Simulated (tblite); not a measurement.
C6H10F2OSi.
Structure used (GFN2-xTB), in Å, numbered top down from 1:
```
atom  x, y, z in Å
C1    -2.7222   -1.3594   -0.4939
Si2   -1.2427   -0.4474    0.2932
C3    -1.7007    1.3961    0.4173
C4     0.1484   -0.6970   -0.9831
C5     1.4214   -0.3359   -0.7856
C6     1.8024    0.2809    0.4666
O7     1.0440    0.5310    1.3776
C8     3.3006    0.6294    0.5987
F9     3.6627    1.4931   -0.3813
F10    4.0579   -0.4808    0.4273
H11   -2.5290   -2.4221   -0.6051
H12   -2.9650   -0.9677   -1.4778
H13   -3.6100   -1.2566    0.1210
H14   -0.9168   -1.1006    1.5631
H15   -0.9523    1.9578    0.9634
H16   -1.8060    1.8460   -0.5667
H17   -2.6474    1.5101    0.9364
H18   -0.1010   -1.1608   -1.9280
H19    2.2038   -0.4831   -1.5181
H20    3.5466    1.0777    1.5721
```

Method: GFN2-xTB as coded in tblite; computed harmonic values from a numerical Hessian at the method's own geometry, unscaled. Against measured fundamentals such values can be off by several per cent, at times by over 20. Modes of hydrogen on silicon can be 10 to 20 % off. One conformer, not necessarily the lowest.

Harmonic wavenumbers (cm⁻¹): 28.5, 38.1, 82.2, 95.0, 104.5, 124.8, 139.3, 151.5, 187.5, 200.4, 232.6, 310.3, 388.6, 407.1, 554.6, 562.9, 629.8, 644.1, 683.0, 703.0, 712.0, 751.0, 792.1, 806.5, 829.3, 841.0, 861.8, 878.5, 934.3, 1026.4, 1075.4, 1151.0, 1172.9, 1238.3, 1249.2, 1337.3, 1360.8, 1381.3, 1472.6, 1480.8, 1492.6, 1499.0, 1598.5, 1722.4, 2238.3, 2919.7, 3027.1, 3035.7, 3042.3, 3045.6, 3050.5, 3056.9, 3064.7, 3073.9.

A = 2575, B = 523.9, C = 491.9 MHz; mass 164.047 u (most abundant isotopes); point group C1, symmetry number 1.

Task: Zero-point energy?

Result: ½Σν̃ = 31744 cm⁻¹ = 90.76 kcal/mol.

Task: Give the ideal-gas entropy at 500 K and 1 bar in the rigid-rotor, harmonic-oscillator model (classical rotation).

Result: Translation 43.79, rotation 32.10, vibration 69.74: S = 145.6 cal/(mol K).

Task: And Cp and H(500 K) − H(0)?

Result: Cp = 65.76 cal/(mol K), of which vibrations give 57.81 (their classical limit is 54 R = 107.3); H(500 K) − H(0) = 20.41 kcal/mol without the zero-point energy, 16.43 from vibrations.

Task: Which modes carry the vibrational entropy at 500 K?

Result: 28.5 cm⁻¹: 6.96; 38.1 cm⁻¹: 6.38; 82.2 cm⁻¹: 4.86; 95.0 cm⁻¹: 4.57; 104.5 cm⁻¹: 4.38; 124.8 cm⁻¹: 4.03 cal/(mol K); the other 48 give 38.56 together.

Task: How do the functions run with temperature in this model?

Result: 
| T (K) | S (cal/(mol K)) | Cp (cal/(mol K)) | H − H(0) (kcal/mol) | G − H(0) (kcal/mol) | ln q(vib) |
| --- | --- | --- | --- | --- | --- |
| 100 | 79.0 | 25.4 | 1.69 | -6.21 | 3.49 |
| 200 | 100.0 | 36.3 | 4.78 | -15.22 | 7.76 |
| 300 | 116.8 | 47.5 | 8.97 | -26.07 | 11.59 |
| 800 | 180.6 | 82.6 | 42.90 | -101.55 | 27.81 |
| 1000 | 199.8 | 89.9 | 60.19 | -139.63 | 33.30 |

q(vib) and H(0) count from the zero-point level.

Task: Blend soft modes into free rotors: weight 1/[1 + (100 cm⁻¹/ν̃)⁴] for the oscillator and the rest for a rotor with moment μB/(μ + B), μ = h/(8π²ν), B = 10⁻⁴⁴ kg m². What vibrational entropy results?

Result: 62.80 cal/(mol K) in place of 69.74, which changes −T·S at 500 K by +3.47 kcal/mol.

Task: What must be added to the electronic energy to get the Gibbs energy at 500 K and 1 bar?

Result: ZPE + [H(500 K) − H(0)] − T·S = 90.76 + 20.41 − 72.82 = 38.35 kcal/mol.

Hindered rotation and anharmonicity are outside this model. Other conformers, if any are populated, would add a mixing term that is left out. The structure is chiral; the term R ln 2 for an equal mix with its mirror image is left out.

On one thread of an Intel Xeon at 2.50 GHz, shared host, this took 2.5 s of wall time. This covers the Hessian and the dipole derivatives.
